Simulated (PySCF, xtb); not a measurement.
H9NSi3, SMILES [SiH3]N([SiH3])[SiH3].

Harmonic wavenumbers (cm⁻¹) from GFN2-xTB in xtb at its own minimum, in rising order: 49, 50, 61, 197, 226, 227, 503, 553, 553, 553, 596, 596, 616, 763, 763, 767, 779, 779, 792, 806, 806, 840, 971, 972, 2199, 2200, 2220, 2245, 2260, 2261, 2273, 2274, 2275.

Q: What does TPSSh-D3(BJ)/def2-SVP in PySCF give at its own minimum? (An estimate is asked for; the answer gives what the named calculation found.)

A: 69, 74, 74, 163, 163, 172, 482, 651, 687, 687, 690, 690, 741, 947, 947, 948, 948, 952, 969, 979, 979, 1011, 1011, 1035, 2246, 2246, 2247, 2247, 2249, 2249, 2258, 2258, 2261. Paired by order, the mean absolute difference is 84 cm⁻¹ and the zero-point energies are 48.6 and 51.9 kcal/mol.
